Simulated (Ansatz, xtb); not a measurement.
## Relaxing a trial structure of CH6AlBO

The starting geometry of this gas-phase singlet was built from a drawn formula by distance geometry and a force field; its bonds are those of `C[B](O)[AlH2]`.

```xyz
10

C    -0.7944   -1.3968   -0.0428
Al    0.4310    1.4953   -0.3374
B     0.0271   -0.4037   -0.9511
O     0.6943   -0.8734   -2.1913
H    -0.3539   -1.4979    0.9790
H    -1.8241   -0.9435    0.0779
H    -0.8654   -2.4048   -0.5226
H    -0.0415   -0.6806   -2.8530
H    -0.2177    2.0471    1.0626
H     1.3399    2.5147   -1.1955
```

Task: Where would you expect an optimisation with r2SCAN-D4/def2-SVP to take it?

Result: It keeps its bonds, and is `C[B](O)[AlH2]`.

The energy falls by 1.15 eV over 16 steps:

```json
{"step": "1", "E − E(last) (eV)": "1.154"}
{"step": "3", "E − E(last) (eV)": "0.690"}
{"step": "4", "E − E(last) (eV)": "0.452"}
{"step": "6", "E − E(last) (eV)": "0.042"}
{"step": "8", "E − E(last) (eV)": "0.007"}
{"step": "9", "E − E(last) (eV)": "0.005"}
{"step": "11", "E − E(last) (eV)": "0.003"}
{"step": "13", "E − E(last) (eV)": "0.000"}
{"step": "14", "E − E(last) (eV)": "0.000"}
{"step": "16", "E − E(last) (eV)": "0.000"}
```

Final geometry (Å):

```xyz
10

C    -0.8574   -1.5035   -0.0327
Al    0.3703    1.5646   -0.3734
B    -0.0982   -0.4824   -0.9550
O     0.2722   -0.9404   -2.1889
H    -0.3245   -1.6314    0.9269
H    -1.8493   -1.1044    0.2473
H    -0.9929   -2.4933   -0.4992
H     0.7329   -0.2804   -2.7231
H     0.0079    2.2115    1.0426
H     1.1341    2.5162   -1.4187
```

From the same start GFN2-xTB ends elsewhere, at `C[B]1[OH+][AlH2-]1`.

No frequencies were run, so the end isn't proven a minimum. Run with Ansatz 0.2.0, 33 s on 2 threads of Arm Neoverse V1, with other jobs on the host.
